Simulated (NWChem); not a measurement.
# C$_{3}$H$_{2}$BrF; SMILES FC=C=CBr

```xyz
7

F      0.5691    -3.2456    -0.2840
C     -0.1447    -2.3942     0.4787
C     -0.5080    -1.2064     0.0691
C     -0.8888    -0.0203    -0.2963
Br     0.1713     1.5651     0.0025
H     -0.3825    -2.8088     1.4543
H     -1.8200     0.2121    -0.8010
```
Atoms are numbered in this order, from 1.

Results from NWChem. Pople sets run with spherical d functions. STO-3G and 3-21G are far too small for this property and stand as cheap habits. All runs use the structure optimised with B3LYP/6-31G* (spherical d). B3LYP is NWChem's, with the RPA form of VWN correlation. Field at 589 nm.

```
level              isotropic polarisability (bohr³)  anisotropy (bohr³)
-----------------  --------------------------------  ------------------
B3LYP/STO-3G                                   29.3                51.4
B3LYP/6-31G*                                    ___                 ___
B3LYP/def2-SVP                                 53.3                63.1
B3LYP/def2-SVPD                                68.9                63.3
B3LYP/aug-cc-pVDZ                              68.8                64.0
```

### Question
Fill in the missing entries.

### Answer

- B3LYP/6-31G*, isotropic polarisability (bohr³): 52.8
- B3LYP/6-31G*, anisotropy (bohr³): 65.1
